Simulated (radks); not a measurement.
Values are calculated unless marked as measured or tabulated.
Tc41+, 2 electrons, occupied as [He].

Level of theory: Dirac Kohn-Sham, BLYP, spin-unpolarised, spherical densities, finite nucleus; Fermi nuclear charge, rms radius 4.4112 fm (a radial shooting solver on a logarithmic mesh with Libxc functionals).

Energy parts (Ry):
total: -3737.93134
kinetic: 3935.29212
electron-nucleus: -7728.71678
Hartree: 110.64811
exchange-correlation: -55.15478

Orbitals (lengths in bohr, moments of r in powers of bohr; r(max) is where P^2 peaks):
orbital  occ.  eigenvalue (Ry)      <r^4>      <r>   r(max)  small-component weight
1s1/2       2        -1821.032  6.261e-06  0.03404  0.02221                2.49e-02

The highest occupied level is 1s1/2 at -24776 eV. For comparison, the ionisation energy in NIST's Atomic Spectra Database is 25004.5 eV (theoretical). In exact Kohn-Sham theory the highest level is minus the ionisation energy, but local and semilocal functionals leave it too shallow, through self-interaction and a potential that decays too fast; potentials with the right tail come closer.
